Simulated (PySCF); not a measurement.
C₃H₁₀OSi. Atoms are numbered in the order given.

```xyz
15

C     -0.9716    -0.6123     1.2629
C     -0.3872     0.0290     0.0000
C     -0.9716    -0.6123    -1.2629
O     -0.6384     1.4398     0.0000
Si     1.5281    -0.0693     0.0000
H     -2.0727    -0.5066     1.2663
H     -0.7434    -1.6885     1.3208
H     -0.5834    -0.1220     2.1686
H     -0.7434    -1.6885    -1.3208
H     -2.0727    -0.5066    -1.2663
H     -0.5834    -0.1220    -2.1686
H     -1.5983     1.5723     0.0000
H      2.0696     0.5942     1.2193
H      1.9540    -1.5022     0.0000
H      2.0696     0.5942    -1.2193
```
Charge 0, spin multiplicity 1.

The structure is a stationary point at B3LYP-D3(BJ)/def2-SVP. Other conformers were not sampled.

These are PBE/def2-TZVP (PySCF) values and carry that method's errors.

The molecule is in vacuum.

Estimate the frontier levels, gap, dipole moment and polarisability. (The exact figures need the calculation; the answer reports its results.)


```
Property                                                                                                        Value
---------------------------------------------------------------------------------------------  ----------------------
highest occupied level                                                                                       -6.36 eV
lowest empty level                                                                                           -0.23 eV
orbital gap                                                                                                   6.12 eV
dipole moment                                                                                                  1.91 D
quadrupole, principal values (traceless, Buckingham form, about the centre of nuclear charge)  -3.53, -0.38, 3.91 D·Å
mean static polarisability                                                                      72.7 bohr³ (10.78 Å³)
polarisability, principal values                                                               67.4, 70.4, 80.4 bohr³
```
